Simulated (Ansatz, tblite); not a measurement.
Spin states of the cluster As2Se3⁻ (the lowest doublet isomer of a short search), each relaxed with PBE-D4/def2-SVPD in Ansatz. Electronic energies in the gas phase.

The xTB rows come from tblite. Correlated methods freeze 45 core orbitals; core or outer-core shells of As, Se are correlated, in sets that lack core-valence functions. The structure comes from a short search, and lower isomers may exist.

Doublet geometry (C2 within 0.1 Å):

```xyz
5

As    0.513   -0.882    0.866
As   -0.399    0.575   -1.141
Se    1.444    1.462   -2.161
Se   -1.055   -2.503    1.229
Se   -0.502    1.349    1.207
```

Quartet geometry (C2 within 0.1 Å):

```tsv
atom	x (Å)	y (Å)	z (Å)
As1	-0.859	-1.280	1.384
As2	0.802	0.172	-1.902
Se3	2.982	0.698	-1.352
Se4	-2.964	-0.339	1.520
Se5	0.038	0.748	0.350
```

⟨S²⟩: doublet 0.77 at PBE0-D4/def2-TZVPD (pure 0.75), quartet 3.77 at PBE0-D4/def2-TZVPD (pure 3.75).

Only these spin states were relaxed. The quartet has other bonds than the doublet, so the gap mixes isomer and spin.

Estimate which spin state lies lowest at each of these levels, and by how much: GFN1-xTB; GFN2-xTB; HF/STO-3G; HF/def2-TZVPD; PBE-D4/def2-TZVPD; r2SCAN-D4/def2-TZVPD; PBE0-D4/def2-TZVPD; r2SCAN0-D4/def2-TZVPD; MP2/def2-TZVPD.


```json
{"level": "GFN1-xTB", "quartet − doublet (kJ/mol)": "249.4", "lowest of these": "doublet", "remarks": "–"}
{"level": "GFN2-xTB", "quartet − doublet (kJ/mol)": "193.2", "lowest of these": "doublet", "remarks": "–"}
{"level": "HF/STO-3G", "quartet − doublet (kJ/mol)": "87.0", "lowest of these": "doublet", "remarks": "HOMO above zero (doublet), HOMO above zero (quartet), spin-contaminated (⟨S²⟩ 0.85) (doublet)"}
{"level": "HF/def2-TZVPD", "quartet − doublet (kJ/mol)": "74.1", "lowest of these": "doublet", "remarks": "spin-contaminated (⟨S²⟩ 0.88) (doublet)"}
{"level": "PBE-D4/def2-TZVPD", "quartet − doublet (kJ/mol)": "125.4", "lowest of these": "doublet", "remarks": "–"}
{"level": "r2SCAN-D4/def2-TZVPD", "quartet − doublet (kJ/mol)": "120.1", "lowest of these": "doublet", "remarks": "–"}
{"level": "PBE0-D4/def2-TZVPD", "quartet − doublet (kJ/mol)": "126.0", "lowest of these": "doublet", "remarks": "–"}
{"level": "r2SCAN0-D4/def2-TZVPD", "quartet − doublet (kJ/mol)": "119.0", "lowest of these": "doublet", "remarks": "–"}
{"level": "MP2/def2-TZVPD", "quartet − doublet (kJ/mol)": "145.7", "lowest of these": "doublet", "remarks": "spin-contaminated (⟨S²⟩ 0.88) (doublet)"}
```

Change of the quartet − doublet gap on mixing in exact exchange, in kJ/mol: PBE to PBE0 (25 % exact exchange) 0.6; r2SCAN to r2SCAN0 (25 % exact exchange) -1.1. The xTB methods have no term that favours high spin, so they put low spin too low.
